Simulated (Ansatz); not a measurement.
Basis-set extrapolation for CH9AlSi3, SMILES `[SiH3]C[SiH]1[AlH][SiH2]1` (PBE0-D4/def2-TZVP geometry, frozen core, the Gaussian-basis code of Ansatz). Multiplicity 1, RHF reference.

|  | def2-TZVPP | def2-QZVPP |
| --- | --- | --- |
| HF | -1151.818049 | -1151.852697 |
| MP2 correlation | -0.625495 | -0.668881 |
| CCSD(T) correlation | -0.733793 | not run |

Energies in hartree. Use E(X) = E(∞) + A·exp(−7.88·√X) for Hartree–Fock and E(X) = E(∞) + B·X^(−2.97) for correlation, with X = 3 and 4, and add CCSD(T) minus MP2 of the smaller set to the MP2 limit.

Problem. What is the CCSD(T) energy at the basis-set limit?

Solution. HF limit: -1151.852697 + (-0.034648) × 0.13774 = -1151.85747. MP2 limit: -0.668881 + (-0.043386) × 0.74074 = -0.70102. Higher-order term: -0.733793 − (-0.625495) = -0.10830. Total: -1152.66679 hartree, 3.13 eV below CCSD(T)/def2-TZVPP.
